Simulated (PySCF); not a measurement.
Mg, singlet; PBE0/def2-TZVP (PySCF).

PySCF was given this input:
```python
from pyscf import gto, scf, dft

mol = gto.Mole()
mol.atom = '''
    Mg    0.00000000    0.00000000    0.00000000
'''
mol.basis = 'def2-tzvp'
mol.verbose = 4
mol.build()

mf = dft.RKS(mol)
mf.xc = 'pbe0'
mf.kernel()
```

What the program printed (banner, timings and long lists left out):

```
PySCF version 2.14.0

[INPUT] verbose = 4
[INPUT] num. atoms = 1
[INPUT] num. electrons = 12
[INPUT] charge = 0
[INPUT] spin (= nelec alpha-beta = 2S) = 0
[INPUT] symmetry False subgroup None
[INPUT] Mole.unit = angstrom
[INPUT] Symbol           X                Y                Z      unit          X                Y                Z       unit  Magmom
[INPUT]  1 Mg     0.000000000000   0.000000000000   0.000000000000 AA    0.000000000000   0.000000000000   0.000000000000 Bohr   0.0

nuclear repulsion = 0
number of shells = 12
number of NR pGTOs = 53
number of NR cGTOs = 32
basis = def2-tzvp
ecp = {}

******** <class 'pyscf.dft.rks.RKS'> ********
method = RKS
initial guess = minao
damping factor = 0
level_shift factor = 0
DIIS = <class 'pyscf.scf.diis.CDIIS'>
diis_start_cycle = 1
diis_space = 8
diis_damp = 0
SCF conv_tol = 1e-09
SCF conv_tol_grad = None
SCF max_cycles = 50
direct_scf = True
direct_scf_tol = 1e-13
XC library pyscf.dft.libxc version 7.1.2
    S. Lehtola, C. Steigemann, M. J. T. Oliveira, and M. A. L. Marques,  SoftwareX 7, 1–5 (2018)
XC functionals = pbe0
    C. Adamo and V. Barone,  J. Chem. Phys. 110, 6158 (1999)
    M. Ernzerhof and G. E. Scuseria,  J. Chem. Phys. 110, 5029 (1999)
radial grids:
    Treutler-Ahlrichs [JCP 102, 346 (1995); DOI:10.1063/1.469408] (M4) radial grids

becke partition: Becke, JCP 88, 2547 (1988); DOI:10.1063/1.454033
pruning grids: <function nwchem_prune>
grids dens level: 3
symmetrized grids: False
atomic radii adjust function: <function treutler_atomic_radii_adjust>
small_rho_cutoff = 0
Set gradient conv threshold to 3.16228e-05
Initial guess from minao.
tot grids = 18584
init E= -199.95510983553
  HOMO = -0.196936793304728  LUMO = -0.0230657416388244  gap/eV = 4.73127
cycle= 1 E= -199.96043472412  delta_E= -0.00532  |g|= 0.0637  |ddm|= 0.152
  HOMO = -0.200501682808965  LUMO = -0.0254913750044723  gap/eV = 4.76227
cycle= 2 E= -199.960680644207  delta_E= -0.000246  |g|= 0.0359  |ddm|= 0.0494
  HOMO = -0.199347852465278  LUMO = -0.0247360611912842  gap/eV = 4.75143
cycle= 3 E= -199.960795624775  delta_E= -0.000115  |g|= 4.91e-05  |ddm|= 0.0182
  HOMO = -0.199368617237152  LUMO = -0.0247530463966794  gap/eV = 4.75153
cycle= 4 E= -199.960795625065  delta_E= -2.89e-10  |g|= 1.65e-06  |ddm|= 4.43e-05
  HOMO = -0.199367279698516  LUMO = -0.0247518640518089  gap/eV = 4.75153
Extra cycle  E= -199.960795625065  delta_E= -3.13e-13  |g|= 9.42e-07  |ddm|= 1.08e-06
converged SCF energy = -199.960795625065
```
